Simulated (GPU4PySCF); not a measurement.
Si(Me)(OEt)3 (C7H18O3Si), SMILES CCO[Si](C)(OCC)OCC. Geometry optimised at PBE-D3(BJ)/def2-TZVP. The isomer is the one that the SMILES or the coordinates give; other isomers of the formula were not compared. Other conformers were not sampled.

Computed equilibrium geometry at PBE-D3(BJ)/def2-TZVP (GPU4PySCF confirms it by a frequency run) as Cartesian coordinates in Å (one conformer of several):
```xyz
29

C     -2.6093    -2.5337     1.2928
C     -2.3105    -1.2878     0.4810
O     -0.9628    -1.3517     0.0014
Si    -0.1498    -0.0815    -0.6661
C     -0.6451     0.2855    -2.4214
O     -0.4505     1.2014     0.3449
C      0.0935     2.5066     0.1275
C     -0.1334     3.3555     1.3642
O      1.4516    -0.4713    -0.7057
C      2.1778    -0.8660     0.4675
C      3.6630    -0.8507     0.1616
H     -1.9360    -2.5997     2.1589
H     -3.6465    -2.5123     1.6587
H     -2.4742    -3.4365     0.6809
H     -3.0044    -1.2169    -0.3771
H     -2.4448    -0.3814     1.0954
H     -0.0834     1.1410    -2.8232
H     -0.4474    -0.5818    -3.0662
H     -1.7169     0.5236    -2.4821
H      1.1739     2.4349    -0.0956
H     -0.3937     2.9720    -0.7490
H      0.2680     4.3685     1.2137
H     -1.2070     3.4356     1.5849
H      0.3650     2.9090     2.2360
H      1.9472    -0.1795     1.3021
H      1.8520    -1.8753     0.7715
H      3.8930    -1.5353    -0.6667
H      4.2385    -1.1664     1.0443
H      3.9912     0.1585    -0.1248
```
Charge 0, spin multiplicity 1.
